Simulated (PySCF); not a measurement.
From computed data to an observable: oscillator strength and radiative lifetime

Si(Me)(OH)2(SH) (CH6O2SSi), SMILES C[Si](O)(S)O.

Coordinates come from a PBE0-D3(BJ)/def2-SVP optimisation. One conformer was computed; it need not be the lowest.

TDDFT-M06-2X/def2-SVPD in PySCF puts the first singlet state with f over 0.02 at 6.82 eV (vertical), with the transition dipole (-0.295, -0.429, -0.351) in atomic units.

Q: Find the oscillator strength, the wavelength and the radiative lifetime that this transition would have in vacuum if emission retraced absorption.

A: 
|μ|² = 0.3943 au, so |μ| = 1.60 D. ΔE = 6.82/27.211 = 0.2506 hartree. f = (2/3) ΔE |μ|² = 0.066 (the program prints 0.066).
λ = 1239.84/6.82 = 182 nm; ν = 55007 cm⁻¹.
Einstein's coefficient A = 0.6670 ν² f s⁻¹ (ν in cm⁻¹) = 1.3e8 s⁻¹, so τ = 1/A = 7.5 ns. This state is S2; the lower singlet has f = 0.014. The figure is the radiative limit of this one transition; relaxation, internal conversion, crossing to triplets and a medium change what is measured.
